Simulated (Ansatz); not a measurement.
Z-matrix (Å, degrees):
```
Nb
O 1 1.876
F 1 1.864 2 109.9
O 1 1.876 2 108.7 3 120.4
S 1 2.142 2 109.2 3 -120.5
H 2 0.959 1 131.0 3 117.5
H 4 0.959 1 131.1 2 122.1
```

The species carries charge 0 and has multiplicity 1. Nb takes the def2 core potential.

Task: List the CAM-B3LYP/def2-TZVPP orbital energies in eV (Ansatz). (An estimate is asked.)

Result: The calculation gave: Occupied: -2419.24, -673.52, -523.45, -523.45, -217.32, -161.81, -161.80, -161.79, -68.75, -43.36, -43.21, -43.02, -33.45, -29.60, -29.41, -20.16, -16.62, -16.40, -14.72, -14.21, -14.09, -13.09, -12.31, -12.06, -11.55, -10.11, -9.28, -9.20. Lowest empty: -0.92, -0.74, 0.05, 0.40, 0.50, 0.76, 1.10, 1.47.
